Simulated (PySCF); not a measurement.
A mixed set of molecules.

All values: PBE0/def2-SVPD (PySCF) at PBE0-D3(BJ)/def2-SVP geometries, gas phase, one conformer each. Core orbitals are frozen in the response; Δα² is half the sum of the squared differences of the principal polarisabilities.

Question: Rank by HOMO energy, lowest first.
A. `[AlH2][CH2][SiH3]` (CH7AlSi)
B. `N#C[C@@H]1CC[C@H]1CC=S` (C7H9NS)
C. `C1(=S)C[C@H](CC#N)CC1` (C7H9NS)
D. `CCOC` (C3H8O)

Answer: A (-8.09 eV), D (-7.43 eV), B (-6.80 eV), C (-6.57 eV).

Question: Rank by dipole moment, highest first.
A. `[N:1]#[C:2][CH2:3][C@@H:4]1[CH2:5][CH2:6][C:7](=[S:8])[CH2:9]1` with C2–C3–C4–C5 -63°, C3–C4–C5–C6 -163°, C4–C5–C6–C7 31°, C5–C6–C7–S8 168°, C6–C7–C9–C4 -13°
B. `[N:1]#[C:2][C@@H:3]1[CH2:4][CH2:5][C@H:6]1[CH2:7][CH:8]=[S:9]` with C5–C6–C7–C8 -67°, C6–C7–C8–S9 106°, C2–C3–C4–C5 -142°, C3–C4–C5–C6 20°, C4–C5–C6–C7 -141°, C2–C3–C6–C5 143°
C. `[CH3:1][CH2:2][O:3][CH3:4]` with C1–C2–O3–C4 180°

Answer: B (2.08 D), A (1.51 D), C (1.15 D).

Question: Rank by HOMO–LUMO gap, lowest first.
A. `[AlH2][CH2][SiH3]` (CH7AlSi)
B. `N#CC[C@@H]1CCC(=S)C1` (C7H9NS)
C. `C(C)OC` (C3H8O)

Answer: B (4.25 eV), A (6.59 eV), C (8.25 eV).

All values together:

```csv
SMILES,formula,μ (D),HOMO (eV),LUMO (eV),α (Å³),Δα (Å³),electrons,α per electron (Å³),ΔSCF removal energy (eV)
N#CC[C@@H]1CCC(=S)C1,C7H9NS,1.51,-6.57,-2.32,15.70,8.99,74,0.212,–
[AlH2][CH2][SiH3],CH7AlSi,1.01,-8.09,-1.50,10.48,2.90,40,0.262,10.04
N#C[C@@H]1CC[C@H]1CC=S,C7H9NS,2.08,-6.80,-2.56,15.74,8.17,74,0.213,8.89
CCOC,C3H8O,1.15,-7.43,0.82,6.77,1.66,34,0.199,9.74
```

Conformers: `[N:1]#[C:2][CH2:3][C@@H:4]1[CH2:5][CH2:6][C:7](=[S:8])[CH2:9]1` with C2–C3–C4–C5 -63°, C3–C4–C5–C6 -163°, C4–C5–C6–C7 31°, C5–C6–C7–S8 168°, C6–C7–C9–C4 -13°; `[AlH2:1][CH2:2][SiH3:3]` with H–Al1–C2–Si3 93° and -87°; `[N:1]#[C:2][C@@H:3]1[CH2:4][CH2:5][C@H:6]1[CH2:7][CH:8]=[S:9]` with C5–C6–C7–C8 -67°, C6–C7–C8–S9 106°, C2–C3–C4–C5 -142°, C3–C4–C5–C6 20°, C4–C5–C6–C7 -141°, C2–C3–C6–C5 143°; `[CH3:1][CH2:2][O:3][CH3:4]` with C1–C2–O3–C4 180°.

A dash marks a removal energy that wasn't run or isn't settled.
